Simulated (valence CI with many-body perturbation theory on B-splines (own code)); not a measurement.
# E1 line list for Sc⁶⁺

Calculated by valence CI with perturbative core correlation (CI+MBPT): five valence electrons over a frozen Dirac-Fock core [Ne], a basis of 11 s, 11 p, 10 d, 8 f, 5 g, 2 h functions for each j, with the one-electron correlation potential Σ1, the two-electron term Σ2, the three-electron term Σ3, Breit, model QED; selected CI, second order for the rest, scaled by the run's own slope (own B-spline code, finite nucleus).

Against 7 measured levels this calculation errs by 114 cm⁻¹ on average and by 199 at most. These come from a selection out of Sugar and Corliss, J. Phys. Chem. Ref. Data 9, 473 (1980). Levels without a partner in it may be off by more. Among the levels kept, up to 3200 cm⁻¹ of a level comes from second order outside the variational space, and about a tenth of that is noise between levels of different J, which matters for small intervals.

Lines 51 to 100 of 560 in falling wavelength, among levels below 80.021 eV, chosen from the strongest by gf and those to the six lowest levels. Wavelengths and rates use the calculated energies, so an error of 100 cm⁻¹ moves a line at 571.4 Å by 0.057 % and its rate by three times that or more. Electric multipoles are in the length gauge, E1 and E2 with the static RPA response of the core. Weak lines are less certain than strong ones. Lines between different terms over intervals too small for the method are left out, as are lines whose strength nearly cancels. Where a level lies close to another of its J and parity, the split of strength between their lines is uncertain.

Names give the largest LS component (configuration and term), which can be under half, so a name can repeat, a term be missing and a line seem to break the LS rules; names also repeat where a configuration has a term twice. Letters in brackets count levels of one name in rising energy.

```tsv
λ vac (Å)	λ from measured levels	Upper	Lower	A (s⁻¹)	S (a.u.) with core polarisation	S without
579.8		3s 3p3 3d 4P°_5/2 [b]	3s2 3p2 3d 4P_5/2	4.15e+08	2.39e-01	2.49e-01
571.4	571.2	3s 3p4 4P_5/2	3s2 3p3 4S°_3/2	6.70e+08	3.70e-01	3.86e-01
562.7	562.5	3s 3p4 4P_3/2	3s2 3p3 4S°_3/2	6.94e+08	2.44e-01	2.55e-01
558.2	558.0	3s 3p4 4P_1/2	3s2 3p3 4S°_3/2	7.11e+08	1.22e-01	1.27e-01
544.3		3s 3p3 3d 2F°_7/2 [c]	3s2 3p2 3d 2F_7/2 [b]	3.07e+08	1.95e-01	2.03e-01
543.0		3s 3p3 3d 4G°_11/2	3s2 3p2 3d 4F_9/2	1.45e+09	1.38e+00	1.43e+00
538.4		3s 3p3 3d 4G°_9/2	3s2 3p2 3d 4F_7/2	1.38e+09	1.06e+00	1.10e+00
536.6		3s 3p3 3d 2D°_3/2 [b]	3s2 3p2 3d 2P_1/2 [b]	5.95e+08	1.82e-01	1.90e-01
535.7		3s 3p4 2D_3/2	3s2 3p3 2D°_5/2	6.34e+07	1.92e-02	2.01e-02
535.0		3s 3p3 3d 4G°_7/2	3s2 3p2 3d 4F_5/2	1.32e+09	7.95e-01	8.28e-01
534.8		3s 3p4 2D_5/2	3s2 3p3 2D°_5/2	1.12e+09	5.09e-01	5.31e-01
533.8		3s 3p4 2D_3/2	3s2 3p3 2D°_3/2	1.23e+09	3.69e-01	3.85e-01
533.3		3s 3p3 3d 4D°_7/2 [c]	3s2 3p2 3d 4P_5/2	3.17e+08	1.90e-01	1.96e-01
532.9		3s 3p4 2D_5/2	3s2 3p3 2D°_3/2	3.94e+07	1.77e-02	1.84e-02
532.7		3s 3p3 3d 4G°_5/2	3s2 3p2 3d 4F_3/2	1.32e+09	5.90e-01	6.14e-01
532.2		3s 3p3 3d 2P°_3/2 [b]	3s2 3p2 3d 2S_1/2	6.45e+08	1.92e-01	2.01e-01
529.8		3s 3p3 3d 2D°_5/2 [b]	3s2 3p2 3d 2P_3/2 [b]	7.60e+08	3.35e-01	3.50e-01
528.6		3s 3p3 3d 2F°_7/2 [d]	3s2 3p2 3d 2D_5/2 [c]	3.30e+08	1.93e-01	2.01e-01
524.5		3p5 2P°_3/2	3s 3p4 2D_5/2	1.70e+09	4.85e-01	5.07e-01
512.3		3p5 2P°_1/2	3s 3p4 2D_3/2	1.78e+09	2.36e-01	2.46e-01
509.9		3s 3p3 3d 2G°_9/2 [a]	3s2 3p2 3d 4D_7/2	4.29e+08	2.81e-01	2.92e-01
507.2		3s 3p3 3d 2G°_7/2 [a]	3s2 3p2 3d 2F_5/2 [a]	5.51e+08	2.84e-01	2.95e-01
502.9		3s 3p3 3d 2P°_3/2 [a]	3s2 3p2 3d 2P_3/2 [b]	7.27e+08	1.82e-01	1.90e-01
500.2		3s2 3p2 3d 2P_3/2 [a]	3s2 3p3 2P°_3/2	2.65e+08	6.56e-02	6.89e-02
499.5		3s 3p3 3d 2D°_5/2 [d]	3s2 3p2 3d 2P_3/2 [c]	6.40e+08	2.36e-01	2.46e-01
498.0		3s2 3p2 3d 2P_3/2 [a]	3s2 3p3 2P°_1/2	9.40e+07	2.29e-02	2.40e-02
494.5		3s 3p3 3d 4P°_3/2 [a]	3s2 3p2 3d 4D_5/2	8.29e+08	1.98e-01	2.06e-01
493.9		3s2 3p2 3d 2P_1/2 [a]	3s2 3p3 2P°_3/2	8.61e+07	1.02e-02	1.08e-02
492.9		3s 3p3 3d 2F°_7/2 [d]	3s2 3p2 3d 2F_7/2 [b]	7.40e+08	3.50e-01	3.65e-01
492.6		3s 3p3 3d 2D°_5/2 [a]	3s2 3p2 3d 2F_7/2 [a]	6.88e+08	2.44e-01	2.53e-01
491.6		3s2 3p2 3d 2P_1/2 [a]	3s2 3p3 2P°_1/2	6.44e+08	7.55e-02	7.91e-02
491.5		3s 3p3 3d 2F°_5/2 [d]	3s2 3p2 3d 2F_5/2 [b]	8.42e+08	2.96e-01	3.08e-01
490.9		3s 3p3 3d 4P°_5/2 [a]	3s2 3p2 3d 4D_7/2	5.37e+08	1.88e-01	1.96e-01
487.3		3s 3p3 3d 4F°_9/2 [b]	3s2 3p2 3d 2F_7/2 [a]	1.22e+09	6.96e-01	7.24e-01
486.8		3s 3p3 3d 4D°_5/2 [b]	3s2 3p2 3d 4D_7/2	5.25e+08	1.79e-01	1.86e-01
481.9		3s 3p3 3d 2D°_3/2 [a]	3s2 3p2 3d 2F_5/2 [a]	1.31e+09	2.89e-01	3.00e-01
479.8		3s 3p3 3d 4F°_7/2 [b]	3s2 3p2 3d 4D_5/2	1.70e+09	7.42e-01	7.71e-01
478.8		3s 3p3 3d 4F°_5/2 [b]	3s2 3p2 3d 4D_5/2	6.64e+08	2.16e-01	2.24e-01
477.5		3s 3p3 3d 4F°_9/2 [b]	3s2 3p2 3d 4D_7/2	1.39e+09	7.49e-01	7.77e-01
476.2		3s 3p3 3d 4F°_5/2 [b]	3s2 3p2 3d 4D_3/2	2.03e+09	6.51e-01	6.76e-01
476.1		3s 3p3 3d 4F°_7/2 [b]	3s2 3p2 3d 4D_7/2	3.90e+08	1.66e-01	1.73e-01
475.3		3s 3p3 3d 4F°_3/2 [b]	3s2 3p2 3d 4D_3/2	9.58e+08	2.03e-01	2.11e-01
474.6		3s 3p3 3d 4F°_3/2 [b]	3s2 3p2 3d 4D_1/2	2.06e+09	4.34e-01	4.51e-01
473.7		3s 3p3 3d 4F°_7/2 [b]	3s2 3p2 3d 2F_5/2 [a]	4.38e+08	1.84e-01	1.91e-01
473.1		3s 3p3 3d 2G°_7/2 [b]	3s2 3p2 3d 2G_7/2	2.32e+09	9.72e-01	1.01e+00
472.6		3s 3p4 2S_1/2	3s2 3p3 2P°_3/2	2.88e+09	3.00e-01	3.13e-01
472.5		3s 3p3 3d 2D°_5/2 [c]	3s2 3p2 3d 2D_5/2 [a]	6.97e+08	2.18e-01	2.27e-01
470.6		3s 3p3 3d 2G°_9/2 [b]	3s2 3p2 3d 2G_9/2	4.05e+09	2.08e+00	2.17e+00
470.6		3s 3p4 2S_1/2	3s2 3p3 2P°_1/2	1.03e+09	1.06e-01	1.10e-01
469.9		3s 3p3 3d 2D°_3/2 [c]	3s2 3p2 3d 2D_3/2 [b]	1.35e+09	2.76e-01	2.87e-01
```
